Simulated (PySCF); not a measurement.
# Ionisation energy along the 7-electron series

Calculated with PySCF 2.14 and a two-component X2C-1e Hamiltonian (Gaussian nucleus, no Breit or QED terms), each ion in its own even-tempered basis scaled to its charge; GMP2 freezes nothing and drops the highest virtual spinors. Values in eV. NIST values: (m) measured, (s) semi-empirical, (t) theoretical.

```json
{"ion": "Cd⁴¹⁺", "configuration": "[He] 2s2 2p3", "GHF (spin-free)": "6559.0", "GMP2 (spin-free)": "6558.7", "GHF (screened spin-orbit)": "6467.5", "GMP2 (screened spin-orbit)": "6466.9", "NIST": "6460 ± 40 (s)"}
{"ion": "Sn⁴³⁺", "configuration": "[He] 2s2 2p3", "GHF (spin-free)": "7185.2", "GMP2 (spin-free)": "7185.0", "GHF (screened spin-orbit)": "7079.4", "GMP2 (screened spin-orbit)": "7078.9", "NIST": "7080 ± 50 (s)"}
```

**Question.** Fill in the row of In⁴²⁺.

**Answer.** configuration: [He] 2s2 2p3; GHF (spin-free): 6868.4; GMP2 (spin-free): 6868.1; GHF (screened spin-orbit): 6769.9; GMP2 (screened spin-orbit): 6769.4; NIST: 6770 ± 50 (s).
